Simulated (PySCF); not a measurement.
From one molecule to another.

First species: vinyl acrylate, C5H6O2.
InChI=1S/C5H6O2/c1-3-5(6)7-4-2/h3-4H,1-2H2

Second species: C₅H₆O₂.
Cartesian coordinates in Å at the GFN2-xTB level; atoms count from 1:
```
atom  x, y, z in Å
C1     2.2459    0.3429    0.7132
C2     0.9653    0.4891    0.3922
C3     0.3103   -0.4243   -0.5595
O4     0.8218   -1.4138   -1.0200
C5    -1.1267   -0.0248   -0.9155
C6    -1.9783   -0.3207    0.2881
O7    -2.1732    0.4438    1.1896
H8     2.8304   -0.4471    0.2683
H9     2.7440    0.9943    1.4104
H10    0.3520    1.2687    0.8200
H11   -1.4551   -0.6080   -1.7741
H12   -1.1469    1.0444   -1.1286
H13   -2.3940   -1.3442    0.2982
```

Levels: PBE0/def2-SVPD for dipole moment, HOMO energy, LUMO energy, HOMO–LUMO gap, static isotropic polarisability and electronic spatial extent ⟨r²⟩ about the centre of nuclear charge; TDDFT PBE0/def2-SVPD for lowest singlet excitation; TDA PBE0/def2-SVPD for lowest triplet excitation (Tamm–Dancoff); GFN2-xTB for rotational constant A and rotational constant C. Geometries: GFN2-xTB. Each structure is a single optimised conformer of the isolated species, non-relativistic unless stated; the electronic structure was computed with PySCF and density fitting.

The conformers computed, where there is a choice (atom-mapped SMILES and torsion angles):
- `[CH2:1]=[CH:2][O:3][C:4](=[O:5])[CH:6]=[CH2:7]`: C1–C2–O3–C4 180°, C2–O3–C4–O5 0°, O3–C4–C6–C7 180°
- `[CH2:1]=[CH:2][C:3](=[O:4])[CH2:5][CH:6]=[O:7]`: C1–C2–C3–O4 7°, C2–C3–C5–C6 -73°, C3–C5–C6–O7 88°

| property | column X | column Y |
| --- | --- | --- |
| dipole moment | 1.24 D | 1.78 D |
| HOMO energy | -7.68 eV | -7.50 eV |
| LUMO energy | -2.29 eV | -1.79 eV |
| HOMO–LUMO gap | 5.39 eV | 5.71 eV |
| lowest singlet excitation | 3.61 eV | 4.85 eV |
| lowest triplet excitation (Tamm–Dancoff) | 3.09 eV | 3.76 eV |
| static isotropic polarisability | 66.6 au | 72.8 au |
| electronic spatial extent ⟨r²⟩ about the centre of nuclear charge | 806 bohr² | 920 bohr² |
| rotational constant A | 4.468 GHz | 9.284 GHz |
| rotational constant C | 1.467 GHz | 1.247 GHz |

(1) Which column belongs to which species?

(2) How does each property change from the first species to the second?

Results:

(1) Column X is the second species and column Y the first. The first has 13 atoms and 52 electrons, the second 13 and 52.

(2) dipole moment -0.54 D; HOMO energy -0.18 eV; LUMO energy -0.50 eV; HOMO–LUMO gap -0.32 eV; lowest singlet excitation -1.24 eV; lowest triplet excitation (Tamm–Dancoff) -0.67 eV; static isotropic polarisability -6.2 au; electronic spatial extent ⟨r²⟩ about the centre of nuclear charge -114 bohr²; rotational constant A -4.816 GHz; rotational constant C +0.220 GHz.

On the first: The polarisability is 10.78 Å³ as a volume (1 au = 0.148185 Å³), or 1.40 au for each of the 52 electrons. The dipole matches unit charges of opposite sign 0.37 Å apart (1 e·Å = 4.8032 D).

On the second: The dipole equals about 4.1 × 10⁻³⁰ C·m (1 D = 3.33564 × 10⁻³⁰ C·m). No computed singlet falls in the visible range (750 to 380 nm, 1.65 to 3.26 eV); S1 lies 0.35 eV above its blue end.
